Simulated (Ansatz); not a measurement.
# How methods differ on C2H3ClNSi (SMILES C[Si](Cl)C#N)

The species is C2H3ClNSi (8 atoms), meant as a doublet with charge 0. As SMILES, `C[Si](Cl)C#N`. Geometry: optimised at wB97X-V/def2-SVP.

```xyz
8

C    -0.7134   -0.5423    0.7879
Si    0.6014    0.6682    0.2404
Cl    2.4961   -0.0988    0.5146
C     0.4026    1.0026   -1.5817
N     0.2468    1.2842   -2.6968
H    -0.5976   -1.4881    0.2313
H    -0.6289   -0.7525    1.8654
H    -1.7148   -0.1304    0.5832
```

Quantity: the dissociation energy of the H8–C1 bond into doublet H and singlet C2H2ClNSi (shapes relaxed at wB97X-V/def2-SVP, no zero-point term), in eV. The values are calculated.

```csv
level,kind,program,value (eV)
UHF/def2-SVP,Hartree–Fock,Ansatz,3.44
USVWN5/def2-SVP,LDA,Ansatz,3.53
UPBE/def2-SVP,GGA,Ansatz,3.30
U-r2SCAN/def2-SVP,meta-GGA,Ansatz,3.49
UPBE0-D4/def2-SVP,global hybrid,Ansatz,3.48
U-wB97M-V/def2-SVP,range-separated hybrid,Ansatz,3.40
UB2PLYP/def2-SVP,double hybrid,Ansatz,3.34
```

The values span 3.30 to 3.53 eV. A fragment with an even electron count was run as a singlet and may have a lower triplet. Measured bond enthalpies also hold zero-point and thermal terms, a few tenths of an eV less.
